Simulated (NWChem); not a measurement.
C2H5FSi; SMILES C(/F)=C/[SiH3]

Results from NWChem. Pople sets run with spherical d functions. Each level has its own optimisation; frequencies are unscaled. Brackets give each atom's bonded neighbours.

```csv
level,r C–F (Å),r C–C (Å),r C–H [C(CFH)–H(C)] (Å),r C–Si (Å),highest harmonic frequency (cm⁻¹),lowest (cm⁻¹),zero-point energy (kcal/mol),dipole (D)
BLYP/def2-SVP,1.357,1.343,1.103,1.889,3103,59,36.3,1.43
B3LYP/6-31G*,1.351,1.329,1.088,1.875,3211,55,37.7,1.59
PBE0/def2-SVP,?,1.330,?,1.874,3225,?,37.6,?
```

Complete the blanks.


- PBE0/def2-SVP, r C–F (Å): 1.332
- PBE0/def2-SVP, r C–H [C(CFH)–H(C)] (Å): 1.096
- PBE0/def2-SVP, lowest (cm⁻¹): 43
- PBE0/def2-SVP, dipole (D): 1.52
